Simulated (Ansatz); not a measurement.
`CN[Si](F)(F)F` + CH₃SH → `CS[Si](F)(F)F` + CH₃NH₂ at 298.15 K and 1 bar (ligand exchange at the Si–N bond).

Computed with Ansatz on PBE0-D4/def2-TZVP structures; ΔE is electronic, products minus reactants. CCSD(T)/CBS is the MP2 limit (def2-TZVPP, def2-QZVPP) plus CCSD(T) − MP2 in def2-TZVPP, frozen cores. This one scheme is used for every species. Each species was taken in one conformer, which may not be the lowest.

| species | CCSD(T)/CBS energy (Eh) | H − E (kJ/mol) | S (J/(mol·K)) |
| --- | --- | --- | --- |
| `CN[Si](F)(F)F` | -683.86577 | 191.5 | 362.1 |
| CH₃SH | -438.22835 | 133.0 | 253.2 |
| `CS[Si](F)(F)F` | -1026.33397 | 151.9 | 370.2 |
| CH₃NH₂ | -95.75281 | 180.0 | 240.4 |

H − E and S are ideal-gas, rigid-rotor, harmonic terms from PBE0-D4/def2-TZVP, for one conformer and one mirror image of each species. 1 Eh = 2625.50 kJ/mol, R = 8.31446 J/(mol·K).

Q: By hand: ΔE, ΔH, ΔS and ΔG.

A: ΔE = (-1026.33397) + (-95.75281) − (-683.86577) − (-438.22835) = 0.00734 Eh = 19.3 kJ/mol. Δ(H − E) = 151.9 + 180.0 − 191.5 − 133.0 = 7.4, so ΔH = 26.7 kJ/mol. ΔS = 370.2 + 240.4 − 362.1 − 253.2 = -4.7 J/(mol·K). ΔG = 26.7 − 298.15 × (-4.7)/1000 = 28.1 kJ/mol.

Q: By hand: the equilibrium constant, and the temperature at which ΔG would vanish if ΔH and ΔS stayed fixed.

A: log₁₀ K = −ΔG/(RT ln 10) = -4.9. ΔH and −TΔS have one sign here, so there is no such temperature. One of them is within its doubt of zero, so this could turn.

The number of gas molecules stays the same, so ΔS is small and ΔH decides. A doubt of 5 kJ/mol in ΔE shifts log₁₀ K by 0.9 here. Other conformers and mirror images would add mixing entropy, several J/(mol·K) or more a flexible species. Modes under 60 cm⁻¹, often nearly free rotors, make the harmonic entropy too high. These are equilibria of isolated gas molecules and say nothing of rates. Largest T1 diagnostic: 0.011 (customary marks: 0.02 for closed shells, 0.045 for open ones).
